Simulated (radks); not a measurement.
Problem. The mean radii <r> (bohr) of the occupied orbitals of an atom or ion are listed with their occupations. Calculated with a radial shooting solver on a logarithmic mesh with Libxc functionals: scalar-relativistic Kohn-Sham, PBE, spin-unpolarised, spherical densities, finite nucleus; Fermi nuclear charge, rms radius of each element as measured or else 0.836 A^(1/3) + 0.57 fm.

orbital  occ.      <r>
1s          2  0.01580
2s          2  0.06649
2p          6  0.06054
3s          2   0.1716
3p          6   0.1737
3d         10   0.1575
4s          2   0.3771
4p          6   0.4025
4d         10   0.4223
5s          2   0.8270
4f         14   0.4402
5p          5   0.9391
5d         10    1.186
6s          2    1.956
6p          1    2.391

Name the element and its charge.

Solution. Z = 83, bismuth, charge +3: Bi3+ in [Kr] 4d10 4f14 5s2 5p5 5d10 6s2 6p1. The 1s radius gives Z: for a bare nucleus <r> = (2 gamma + 1)/(2Z) with gamma = sqrt(1 - (Z/c)^2), 0.01561 bohr for Z = 83, and screening makes it slightly larger (0.01580 here). The occupations add up to 80, and the charge is Z minus that.
